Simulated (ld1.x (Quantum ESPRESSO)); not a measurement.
## What one change does to a pseudopotential (La (Z = 57), RRKJ)

ld1.x (Quantum ESPRESSO) 7.5 input, shortened:

```
&input
   title='La', zed=57., rel=1, dft='PBESOL', iswitch=3,
   config='[Xe] 4f0 5d1 6s0 6p0'
 /
 &inputp
   pseudotype=2, tm=.false., lloc=0,
   nlcc=.true., rcore=1.50
 /
4
5P  2  1   6.00   0.00  3.00  3.00  0.0
5D  3  2   1.00   0.00  3.30  3.30  0.0
4F  4  3   0.00   0.00  1.85  1.85  0.0
5S  1  0   2.00   0.00  1.45  1.45  0.0
 &test
   configts(1)='4f0 5s2 5p6 5d1 6s0 6p0'
 /
```

All-electron outer shells of the reference configuration (PBEsol, scalar-relativistic, ld1.x):

| shell | level (eV) | outermost node (bohr) | outermost maximum (bohr) |
| --- | --- | --- | --- |
| 4p | -212.49 | 0.34 | 0.63 |
| 4d | -116.49 | 0.32 | 0.68 |
| 5s | -51.55 | 0.77 | 1.41 |
| 5p | -34.92 | 0.83 | 1.58 |
| 4f | -17.01 | – | 0.75 |
| 5d | -14.66 | 0.95 | 2.13 |
| 6s | -13.39 | 1.83 | 3.43 |
| 6p | -9.78 | 2.13 | 4.13 |

Change: wave 5d (bound): rc 3.30 bohr becomes 5d (bound): rc 2.84 bohr.

Cutoffs: the cutoffs (Ry, on a coarse ladder) from which the occupation-weighted sum of valence levels, in a spherical-Bessel basis at the reference potential, stays within 10 and 1 mRy of its value at 400 Ry; they do not see the model core or the augmentation charge, which bear on the density cutoff. Errors are all-electron minus pseudo energies relative to the spin-unpolarised reference configuration.

Q: How do hardness, ghosts and transferability respond?

A: The potential gets neither clearly harder nor softer (45 Ry and 90 Ry → 45 Ry and 90 Ry); of the 7 tests that both files solve, the error grows in 0 and shrinks in 1 by more than 15 % and 0.3 meV (median size 92.5 → 93.6 meV); neither file shows a bound ghost.

| quantity | base | changed |
| --- | --- | --- |
| cutoff, loose | 45 Ry | 45 Ry |
| cutoff, tight | 90 Ry | 90 Ry |
| bound ghosts | none | none |
| error for 4f0 5s2 5p6 5d1 6s2 6p0, meV [ΔE -16.85 eV] | +93 | +94 |
| error for 4f0 5s2 5p6 5d1 6s1 6p0, meV [ΔE -10.85 eV] | +64 | +65 |
| error for 4f0 5s2 5p6 5d0 6s0 6p0, meV [ΔE 18.91 eV] | +16 | +7.4 |
| error for 4f0 5s2 5p5 5d1 6s2 6p0, meV [ΔE 10.14 eV] | +135 | +136 |
| error for 4f0 5s1 5p6 5d1 6s2 6p0, meV [ΔE 27.21 eV] | +207 | +209 |
| error for 4f0 5s2 5p6 5d0 6s2 6p0, meV [ΔE -10.44 eV] | +151 | +147 |
| error for 4f0 5s2 5p6 5d1 6s0 6p1, meV [ΔE -7.86 eV] | +58 | +59 |
